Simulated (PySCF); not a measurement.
Gas-phase reaction: 3 TaF5 + O3 → 3 TaOF3 + 3 F2

Method: PySCF energies plus ideal-gas RRHO corrections (1 bar). † marks an energy on the PBE0/def2-TZVP geometry and frequencies; other levels use their own. MP2 and CCSD(T) freeze the core. All species are closed-shell singlets. B3LYP is the form with VWN-RPA correlation. Ta: scalar-relativistic def2 core potential, no spin-orbit coupling. TaOF3: computed as isolated molecules; such fragments, hydroxides, amides, oligomers or adducts are transient or little studied in the gas. MP2 isn't extrapolated to the basis-set limit; its ΔH°(298 K) is 1239.5 kJ in def2-SVP and 1238.3 kJ in def2-TZVPP. CCSD(T) isn't extrapolated to the basis-set limit; its ΔH°(298 K) is 1229.7 kJ in def2-SVP and 1228.4 kJ in def2-TZVPP. The harmonic model lacks anharmonicity and excited electronic states, which grow with temperature; levels with a mode under 35 cm⁻¹ are left out. Strong static correlation: O3. Soft modes under 120 cm⁻¹ make the harmonic entropy rough for TaF5. Warning, large T1 diagnostic: O3, TaOF3 (CCSD(T)/def2-SVP†).

| level | ΔE electronic, kJ | ΔH°(298 K), kJ | ΔS°(298 K), J/K | ΔG°(1800 K), kJ |
|---|---|---|---|---|
| B3LYP/def2-TZVP† | 1225 | 1216 | 297 | 712 |
| CCSD(T)/def2-SVP† | 1238 | 1230 | 297 | 725 |
| HF/def2-TZVP† | 1271 | 1262 | 297 | 758 |
| M06-2X/def2-TZVP† | 1239 | 1230 | 297 | 725 |
| MP2/def2-SVP† | 1248 | 1240 | 297 | 735 |
| MP2/def2-TZVPP† | 1247 | 1238 | 297 | 734 |
| PBE/def2-TZVP† | 1224 | 1216 | 297 | 711 |
| PBE0/def2-TZVP | 1239 | 1231 | 297 | 726 |
| ωB97M-V/def2-TZVP† | 1252 | 1243 | 297 | 738 |
ΔH° is lowest at PBE/def2-TZVP† and highest at HF/def2-TZVP†. No reference value is set beside these.
